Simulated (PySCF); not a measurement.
Positional isomers: norbornane silyl. Isolated molecules, 0 K electronic values unless said otherwise. One relaxed conformer stands for each flexible species; it need not be the lowest. Strings in code marks are SMILES.

Method: M06-2X/def2-TZVP // PBE0-D3(BJ)/def2-SVP (PySCF). Delta-SCF ions had no search for a lower state. Excitations are Tamm–Dancoff values on a coarser integration grid. The basis has no diffuse functions, so Rydberg states are missing or too high.

```csv
species,vertical ionisation energy (Delta-SCF) (eV),T1 excitation (TDA) (eV),S1–T1 gap (TDA) (eV)
`C1[C@]2(CC[C@@H](C1)C2)[SiH3]`,9.97,7.47,0.45
`[SiH3][C@H]1[C@H]2CC[C@@H]1CC2`,(withheld),7.60,0.51
`[SiH3][C@@H]1C[C@@H]2CC[C@H]1C2`,(withheld),7.41,0.38
```

Q: What belongs in the gaps?

A: 
- `[SiH3][C@H]1[C@H]2CC[C@@H]1CC2`, vertical ionisation energy (Delta-SCF) (eV): 10.21
- `[SiH3][C@@H]1C[C@@H]2CC[C@H]1C2`, vertical ionisation energy (Delta-SCF) (eV): 9.91
